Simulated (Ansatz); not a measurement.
Reaction (ligand exchange at the Si–C bond): `OC([SiH3])N[SiH3]` + `[NH2][GaH][SiH3]` → `[SiH3][NH][GaH][SiH3]` + `OCN[SiH3]`

Computed with Ansatz on PBE0-D4/def2-TZVP structures; ΔE is electronic, products minus reactants. CBS: MP2 limit from def2 TZ/QZ plus the TZ coupled-cluster correction, frozen cores. DFT in def2-TZVPP. For Ga outer-core shells are correlated without core-valence functions, which leaves a few kJ/mol of doubt a bond. Scalar relativity is left out up to krypton. Each species was taken in one conformer, which may not be the lowest.

`OC([SiH3])N[SiH3]`:

Z-matrix (Å, degrees):
```
C
Si 1 1.905
N 1 1.439 2 111.9
O 1 1.414 2 106.8 3 -123.2
H 1 1.102 2 108.8 3 117.8
H 2 1.488 1 107.7 3 52.8
H 2 1.487 1 108.0 3 -64.9
H 2 1.485 1 112.4 3 174.2
Si 3 1.723 1 124.3 2 112.7
H 3 1.010 1 114.1 2 -50.4
H 4 0.964 1 107.4 2 171.8
H 9 1.491 3 114.7 1 -71.9
H 9 1.485 3 107.4 1 167.8
H 9 1.487 3 108.1 1 47.7
```

`[NH2][GaH][SiH3]`:

Cartesian coordinates in Å:
```
N -1.614 1.081 -0.354
Ga -0.756 -0.253 0.531
Si 1.549 -0.630 -0.035
H -2.577 1.330 -0.201
H -1.184 1.660 -1.055
H -1.621 -1.027 1.584
H 2.427 -0.455 1.157
H 2.022 0.311 -1.089
H 1.755 -2.017 -0.537
```

`[SiH3][NH][GaH][SiH3]`:

```xyz
12

Si   -2.204   -1.214   -0.423
N    -0.930   -0.073   -0.207
Ga    0.830   -0.391    0.220
Si    2.263    1.531    0.414
H    -3.324   -0.998    0.536
H    -2.789   -1.154   -1.793
H    -1.631   -2.566   -0.201
H    -1.175    0.900   -0.331
H     1.202   -1.899    0.411
H     1.518    2.796    0.157
H     2.854    1.615    1.778
H     3.387    1.453   -0.561
```

`OCN[SiH3]`:

```xyz
11

O    -1.894   -1.053    0.718
C    -1.009   -0.642   -0.293
N     0.327   -0.452    0.188
Si    1.291    0.936   -0.130
H    -1.799   -0.433    1.448
H    -1.074   -1.426   -1.055
H    -1.339    0.301   -0.751
H     0.772   -1.306    0.490
H     0.446    2.141    0.084
H     1.843    1.022   -1.514
H     2.437    0.912    0.816
```

```json
{"level": "PBE0-D4", "ΔE (kJ/mol)": "-73.0"}
{"level": "PBE0", "ΔE (kJ/mol)": "-74.6"}
{"level": "HF/def2-QZVPP", "ΔE (kJ/mol)": "-96.0"}
{"level": "CCSD/CBS(def2)", "ΔE (kJ/mol)": "-80.2"}
```

Problem. What does CCSD(T)/CBS give? (An estimate is asked.)

Solution. Ansatz gave: -78.0 kJ/mol. The listed levels differ from it by 5.0, 3.4, -18.0, -2.2 kJ/mol.

Largest T1 diagnostic among the species: 0.015.

In def2-TZVPP, CCSD(T) changes the Hartree–Fock value by +15.4 kJ/mol (the triples alone add +2.2 kJ/mol) and MP2 by +13.0 kJ/mol. From PBE to PBE0 (25 % exact exchange), in def2-TZVPP and without D4, ΔE moves by −6.4 kJ/mol.
